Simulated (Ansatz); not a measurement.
A structure relaxed at PBE0-D4/def2-SVPD in Ansatz, charge -1, singlet:

```
atom   x (Å)   y (Å)   z (Å)
 Ca1   1.230   0.710  -0.469
 Ca2  -1.538  -0.892   0.585
  F3  -0.032  -1.164  -0.874
  F4  -3.242  -1.847   1.208
  F5   1.122   2.094  -2.014
  F6  -0.508   0.903   1.018
  F7   2.969   0.197   0.545
```

(1) Give its formula.

(2) Summarise the bond lengths by kind (pairs closer than 1.2 times the sum of covalent radii, bridged metal pairs left out).

Results:

(1) the cluster Ca₂F₅⁻.

(2) 7 × Ca–F 2.05 to 2.30 Å.

Another isomer (singlet) lies 0.70 eV lower at PBE0-D4/def2-TZVPD; other spin states weren't run for this one.
